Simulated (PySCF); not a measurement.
disodium (Na$_{2}$), singlet, geometry from GFN2-xTB (such geometries of metal compounds can be far from the true shape). Base run: PBE0/def2-SVP in PySCF.

Input for PySCF:
```python
from pyscf import gto, scf, dft, solvent

mol = gto.M(
    atom='''
Na   -0.00000000   -0.00000000   -1.36634921
Na    0.00000000    0.00000000    1.36634921
''',
    basis='def2-svp',
    verbose=4,
)

mf = dft.RKS(mol)
mf.xc = 'pbe0'
mf.kernel()
mf.analyze()
```

Each row names what was changed in the base input (with any setting that the change needs).

```csv
change,ΔE vs base (kJ/mol),HOMO-LUMO gap (eV)
base,0.00,2.52
model = IEF-PCM; solvent = toluene; vdw_scale = 1.1,-4.25,2.65
model = IEF-PCM; solvent = toluene; vdw_scale = 1.0,[?],[?]
model = IEF-PCM; solvent = methanol,-8.15,2.81
model = COSMO; solvent = toluene,[?],2.65
model = ddCOSMO; solvent = toluene,-24.03,2.53
model = SS(V)PE; solvent = toluene,-3.39,2.64
model = IEF-PCM; solvent = toluene,-3.40,2.64
model = IEF-PCM; solvent = n-hexane,[?],[?]
model = IEF-PCM; solvent = toluene; lebedev_order = 41,-3.42,2.64
model = IEF-PCM; solvent = dimethylsulfoxide,-8.31,2.82
model = C-PCM; solvent = toluene,-4.48,2.68
```

### Question
Complete the blanks.

### Answer

- model = IEF-PCM; solvent = toluene; vdw_scale = 1.0, ΔE vs base (kJ/mol): -5.44
- model = IEF-PCM; solvent = toluene; vdw_scale = 1.0, HOMO-LUMO gap (eV): 2.66
- model = COSMO; solvent = toluene, ΔE vs base (kJ/mol): -3.60
- model = IEF-PCM; solvent = n-hexane, ΔE vs base (kJ/mol): -2.54
- model = IEF-PCM; solvent = n-hexane, HOMO-LUMO gap (eV): 2.61

The base is the gas phase, so ΔE is the electrostatic part of solvation at a fixed geometry, without cavity and dispersion terms.
